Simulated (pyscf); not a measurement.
# `[CH2][CH]1[CH]=[CH]1`, doublet

Gas-phase minimum from PySCF at ωB97X-D3(BJ)/def2-SVP, one conformer. cyclic C₄H₅ (SMILES [CH2]C1C=C1) [doublet] lies 28.9 kcal/mol over its isomer •HC=C=CH–CH₃, and others may lie lower still (electronic energy, ωB97M-D3(BJ)). 

```xyz
9

C      0.0005    -0.8571    -0.1860
C      0.1861     0.1928    -1.1914
C     -0.2447     1.6238    -0.9097
C     -1.0033     0.9720    -1.7305
H      0.6770    -1.7140    -0.1311
H     -0.8274    -0.7911     0.5266
H      1.0458     0.0376    -1.8626
H     -0.0233     2.5116    -0.3209
H     -1.8967     0.9021    -2.3477
```
Charge 0, spin multiplicity 2.

Bonded distances (Å): C1–C2 1.465, C1–H5 1.093, C1–H6 1.094, C2–C3 1.521, C2–C4 1.521, C2–H7 1.102, C3–C4 1.294, C3–H8 1.088, C4–H9 1.088. Bond angles (°): C2–C1–H5 121.2, C2–C1–H6 120.0, H5–C1–H6 118.9, C1–C2–C3 120.7, C1–C2–C4 120.7, C1–C2–H7 114.6, C3–C2–C4 50.4, C3–C2–H7 117.8, C4–C2–H7 117.8, C2–C3–C4 64.8, C2–C3–H8 144.1, C4–C3–H8 150.9, C2–C4–C3 64.8, C2–C4–H9 144.1 (the first ones only).

Properties at ωB97X-D3(BJ)/def2-SVP:

```yaml
harmonic_wavenumbers_unscaled: 269, 363, 405, 519, 639, 792, 858, 892, 974, 1028, 1076, 1123, 1196, 1378, 1461, 1780, 3111, 3170, 3282, 3289, 3331 cm⁻¹
zero_point_energy: 44.2 kcal/mol
rotational_symmetry_number: 1
Entropy of this conformer at 298 K and 1 atm, rigid rotor and harmonic oscillator, modes under 100 cm⁻¹ raised to 100: 285.1 J/(mol K)
dipole_moment: 0.67 D
Spin expectation value S2: 0.756
```

Single-point totals, which compare only within one level (frozen core for MP2 and CC):

```json
[
 {"level": "ωB97X-D3(BJ)/def2-TZVP", "total energy (hartree)": "-155.40557"},
 {"level": "PBE/def2-TZVP", "total energy (hartree)": "-155.11879"},
 {"level": "r²SCAN/def2-TZVP", "total energy (hartree)": "-155.23426"},
 {"level": "B3LYP-D3(BJ)/def2-TZVP", "total energy (hartree)": "-155.34395"},
 {"level": "PBE0-D3(BJ)/def2-TZVP", "total energy (hartree)": "-155.14139"},
 {"level": "M06-2X/def2-TZVP", "total energy (hartree)": "-155.25589"},
 {"level": "ωB97M-D3(BJ)/def2-TZVP", "total energy (hartree)": "-155.37253"},
 {"level": "UHF/def2-TZVPP", "total energy (hartree)": "-154.29140"},
 {"level": "MP2/def2-TZVPP", "total energy (hartree)": "-154.91408"},
 {"level": "CCSD/def2-TZVPP", "total energy (hartree)": "-154.94657"},
 {"level": "CCSD(T)/def2-TZVPP", "total energy (hartree)": "-154.97757"}
]
```

The CCSD(T) − MP2 part came from Ansatz, without density fitting, on the same reference.
